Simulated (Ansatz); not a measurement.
Species: C₉H₁₀SSi, SMILES `c1c2cccc([SiH3])c2sc1C` (charge 0, multiplicity 1), formula C₉H₁₀SSi.

Q: How many basis functions does frozen-core CCSD(T)/cc-pVDZ // B3LYP-D3(BJ)/def2-SVP (Ansatz, a program for electronic structure) use, how many core orbitals are frozen, and how many electrons are correlated?

A: 212 basis functions and 19 frozen orbitals, which leaves 56 correlated electrons. Core time is of the order of minutes.
